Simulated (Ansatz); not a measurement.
`[NH2][GeH2][SiH2]O` + H₂S → `O[SiH2][GeH2][SH]` + NH₃  (ligand exchange at a Ge–N bond)

Computed with Ansatz on PBE0-D4/def2-TZVP structures; ΔE is electronic, products minus reactants. CCSD(T)/CBS adds triple-zeta CCSD(T) − MP2 to the extrapolated MP2 energy (def2 sets, frozen cores). This one scheme is used for every species. Functionals use def2-TZVPP. B3LYP here is the variant with VWN-RPA as its local correlation; programs differ in this. For Ge outer-core shells are correlated without core-valence functions, which leaves a few kJ/mol of doubt a bond. Scalar relativity is left out up to krypton. Each species was taken in one conformer, which may not be the lowest.

| level | ΔE (kcal/mol) | difference from CCSD(T)/CBS |
| --- | --- | --- |
| PBE-D4 | -10.4 | 0.2 |
| B3LYP-D4 | -10.6 | 0.0 |
| ωB97M-V | -10.1 | 0.5 |
| B2PLYP | -10.3 | 0.3 |
| r2SCAN | -10.7 | -0.1 |
| PBE0 | -11.2 | -0.6 |
| B3LYP | -10.6 | 0.0 |
| HF/def2-TZVPP | -12.9 | -2.3 |
| MP2/def2-TZVPP | -10.4 | 0.2 |
| SCS-MP2/def2-TZVPP | -10.3 | 0.3 |
| CCSD/def2-TZVPP | -10.2 | 0.4 |
| CCSD(T)/def2-TZVPP | -9.9 | 0.7 |
| HF/def2-QZVPP | -13.0 | -2.4 |
| MP2/def2-QZVPP | -10.9 | -0.3 |
| HF/CBS(def2) | -13.0 | -2.4 |
| CCSD/CBS(def2) | -11.0 | -0.4 |
| CCSD(T)/CBS | -10.6 | 0 |

Largest T1 diagnostic among the species: 0.012.

In def2-TZVPP, CCSD(T) changes the Hartree–Fock value by +3.0 kcal/mol (the triples alone add +0.4 kcal/mol) and MP2 by +2.4 kcal/mol. From PBE to PBE0 (25 % exact exchange), in def2-TZVPP and without D4, ΔE moves by −0.8 kcal/mol.
